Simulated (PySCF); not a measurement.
## AsF₃: from structure and modes to constants

These are results of PySCF, B3LYP, basis As def2-TZVP, F def2-TZVP (no relativity, density fitting), not measurements.

The singlet minimum has C3v symmetry. Masses (u): As 74.92160, F 18.99840.

```xyz
4
charge 0 multiplicity 1, angstrom
As    0.0000    0.0000   -0.3840
F     1.4850    0.0000    0.5026
F    -0.7425    1.2860    0.5026
F    -0.7425   -1.2860    0.5026
```

Harmonic wavenumbers (cm⁻¹): 251.8 (e, ×2), 323.7 (a1, ×1), 680.8 (e, ×2), 721.3 (a1, ×1).

Task: Find the principal moments of inertia and the rotational constants. What kind of rotor is it?

Result: About the centre of mass I = 88.29, 88.29, 125.68 u Å². With B = 16.8576/I this gives 0.1909, 0.1909, 0.1341 cm⁻¹. The molecule is an oblate symmetric top.

Task: What is the harmonic zero-point energy?

Result: Half the sum of all 6 wavenumbers, 2910/2 = 1455 cm⁻¹, which is 17.4 kJ/mol (1 cm⁻¹ = 0.0119627 kJ/mol).

Task: Find the vibrational entropy and heat capacity at 298.15 K.

Result: With u = 1.43878 ω/T, each mode gives S = R[u/(eᵘ−1) − ln(1−e⁻ᵘ)] and C = R u² eᵘ/(eᵘ−1)².
```csv
ω (cm⁻¹),u,S (J/(mol K)),C (J/(mol K))
251.8 (×2),1.215,7.19,7.36
323.7,1.562,5.40,6.81
680.8 (×2),3.285,1.38,3.62
721.3,3.481,1.18,3.30
```
The sums over all modes are S = 23.7 and C = 32.1 J/(mol K); the softest mode gives 30 % of the entropy (each member, where degenerate).

Task: Give the standard entropy (298.15 K, 1 bar) by its translational, rotational, vibrational and spin parts, and Cp.

Result: Sackur–Tetrode with M = 131.92 u gives 169.7; rotation with symmetry number 3 gives 96.7; vibration 23.7; spin R ln 1 = 0.0. The total is 290.2 J/(mol K), and Cp = 4 R + 32.1 = 65.3 J/(mol K).
